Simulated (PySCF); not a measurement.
**Telling isomers of C₅H₆Cl₂Si apart by NMR**

[PySCF 2.14.0 with density-fitted response routines: PBE0/pcSseg-1 with gauge-including orbitals; GFN2-xTB geometry; equivalent nuclei averaged; one conformer; in vacuum; relativity neglected]

Referencing at the same level of theory: $^{1}$H and $^{13}$C against TMS. Where no couplings were computed, multiplicities follow the n + 1 count of equivalent neighbours, and m marks all less simple cases (inequivalent or close neighbours, rings, F or P nearby). Shifts are as computed. Against solution values, carbons near 30 ppm lie about +3 ppm off and those near 130 ppm about +5 ppm; carbons on Cl a further +6 ppm. Of 1211 compounds with measured shifts, 218 miss one by over three times the rms of a fit or turn the order of signals round; such compounds aren't used in these exercises. Carbons bonded to Cl come out too deshielded.

(1) Tabulate the signals of `ClC(Cl)C1=CC=C[SiH2]1`, `ClC(Cl)C1=C[SiH2]C=C1` and their relative energies.

(2) What is the quickest way to tell ClC(Cl)C1=CC=C[SiH2]1 from ClC(Cl)C1=C[SiH2]C=C1?

## Answers

(1) 
```json
{"SMILES": "ClC(Cl)C1=CC=C[SiH2]1", "carbon types": "1×C 4×CH", "δC": "155.9, 154.7, 146.4, 140.4, 87.0", "δH": "7.12 (m, 1H), 6.78 (d, 1H), 6.55 (m, 1H), 6.52 (s, 1H), 4.97 (m, 2H)", "E rel. (kcal/mol)": "0.5"}
{"SMILES": "ClC(Cl)C1=C[SiH2]C=C1", "carbon types": "1×C 4×CH", "δC": "165.7, 156.7, 136.3, 129.4, 85.2", "δH": "7.73 (d, 1H), 6.54 (s, 1H), 6.45 (m, 1H), 5.95 (t, 1H), 4.73 (m, 2H)", "E rel. (kcal/mol)": "0.0"}
```

Energies are electronic energies at PBE0/pcSseg-1 on these geometries, without zero-point or thermal terms, each for the one conformer computed, which needn't be the lowest.

(2) Both give the same number of carbon signals, with the same numbers of each carbon type, so the positions decide. The first has an alkene CH at 146.4 ppm, the second an alkene CH at 129.4 ppm. Their most deshielded carbons lie at 155.9 and 165.7 ppm. In the proton spectra the most deshielded non-exchanging signals are 7.12 (m, 1H) and 7.73 (d, 1H).
